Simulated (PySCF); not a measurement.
Species: C₅H₃ClO₂.
InChI=1S/C5H3ClO2/c6-5(7)4-2-1-3-8-4/h1-3H

Level: wB97X-D/def2-SVPD in PySCF, non-relativistic, on one gas-phase PBE0-D3(BJ)/def2-SVP geometry that isn't relaxed in the solvent. The solvent is an IEF-PCM continuum (cavity from Bondi-type radii × 1.2), and excitations are vertical TDDFT with non-equilibrium linear response and a frozen core. The model holds no explicit solvent molecules, cavitation or dispersion.

Gas-phase singlets (H = HOMO, L = LUMO):

```csv
state,E (eV),λ (nm),f,leading configuration
S1,4.778,260,0.000,H-1→L 90%
S2,5.043,246,0.384,H→L 97%
S3,6.086,204,0.000,H-3→L 92%
S4,6.175,201,0.021,H-2→L 90%
S5,6.495,191,0.034,H-4→L 88%
```

Give the list for benzene (ε = 2.271), n² = 2.25.

```
state  E (eV)  λ (nm)      f  leading configuration  change by rank (eV)
   S1   4.810     258  0.475                H→L 97%               +0.032
   S2   4.876     254  0.001              H-1→L 90%               -0.167
   S3   6.064     204  0.040              H-2→L 93%               -0.022
   S4   6.190     200  0.000              H-3→L 93%               +0.015
   S5   6.565     189  0.048              H-4→L 89%               +0.070
```

What are the lowest 5 singlets in chloroform (ε = 4.711)?

```csv
state,E (eV),λ (nm),f,leading configuration,change by rank (eV)
S1,4.780,259,0.473,H→L 97%,+0.002
S2,4.934,251,0.000,H-2→L 91%,-0.109
S3,6.021,206,0.043,H-1→L 94%,-0.065
S4,6.251,198,0.000,H-3→L 93%,+0.076
S5,6.622,187,0.045,H-4→L 89%,+0.127
```

The ground-state energy changes by -0.174 eV from gas to chloroform. By how much does the total energy of gas-phase S2 change?

E(S2) = E(S0) + excitation energy, so it changes by -0.174 − 0.263 = -0.437 eV: it is lowered more than the ground state, which is what a red shift means. This is the vertical state, with the slow part of the continuum still set for S0.

How do the frontier levels move from gas to chloroform?

```csv
orbital,gas (eV),solvent (eV),change (eV)
LUMO+2,2.10,2.30,+0.20
LUMO+1,2.09,2.09,0.00
LUMO,-0.50,-0.48,+0.02
HOMO,-9.43,-9.27,+0.16
HOMO-1,-10.62,-10.72,-0.10
HOMO-2,-10.89,-10.78,+0.11
HOMO-3,-11.27,-11.44,-0.17
```

The HOMO–LUMO gap goes from 8.93 to 8.79 eV. Rows go by rank; for HOMO-2, HOMO-1, LUMO+1 and LUMO+2 the atom shares or the degeneracy differ between the runs, so the row needn't follow one orbital.

Conformer computed: `[O:1]=[C:2]([Cl:3])[c:4]1[cH:5][cH:6][cH:7][o:8]1`: O1–C2–C4–C5 0°.

The pairwise dispersion term of wB97X-D wasn't added to the energies; at a given geometry it leaves orbitals and properties as they are.
